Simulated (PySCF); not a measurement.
Correlation energy of Zn¹⁵⁺ (zinc, charge +15)

[Ne] 3s2 3p3, high-spin 4S determinant. All numbers are calculated (PySCF 2.14, scalar relativity by spin-free X2C-1e, in an uncontracted even-tempered set (19 s from 1.2 bohr⁻², ratio 2.5; 12 p from 1.6 bohr⁻², ratio 2.5; 5 d from 7.8 bohr⁻², ratio 2.7; 4 f from 12 bohr⁻², ratio 2.7)). Frozen: 1s2; 13 electrons correlated; the 22 highest virtual orbitals of each spin left out.

MP2 pair energies summed by pair of shells (mhartree):

```
 pair   energy  share (%)
2p-2p  -193.37       40.9
3s-3p   -76.54       16.2
2s-2p   -56.68       12.0
2p-3p   -54.95       11.6
2p-3s   -32.34        6.8
3p-3p   -22.82        4.8
2s-2s   -10.25        2.2
2s-3p   -10.07        2.1
3s-3s    -9.28        2.0
2s-3s    -6.02        1.3
```

Total MP2 correlation energy: -472.31 mhartree.

Same-spin part -130.22 and opposite-spin part -342.08 mhartree; SCS-MP2 scales them by 1/3 and 6/5 to -453.91 mhartree.
